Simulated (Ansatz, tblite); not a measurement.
Forces on Au2S at its PBE-D4/def2-TZVP geometry. The state is a singlet with charge 0.

In the def2 sets Au takes a core potential; there is no spin–orbit coupling. The xTB rows come from tblite. The structure comes from a short search, and lower isomers may exist.

GFN1-xTB (tblite), largest force 0.40 eV/Å:

```xyz
3
positions Å, forces eV/Å
Au   -1.496   -0.519   -0.602    0.327    0.212    0.101
Au    1.054    1.320    0.129   -0.308   -0.246   -0.081
S     0.442   -0.800    0.473   -0.019    0.034   -0.020
```

GFN2-xTB (tblite), largest force 0.81 eV/Å:

```
Au -0.605 0.005 -0.310
Au 0.257 0.626 -0.063
S 0.348 -0.631 0.373
```

r2SCAN-D4/def2-TZVP (Ansatz), largest force 0.29 eV/Å:

```
Au 0.224 0.003 0.113
Au -0.099 -0.230 0.021
S -0.125 0.227 -0.134
```
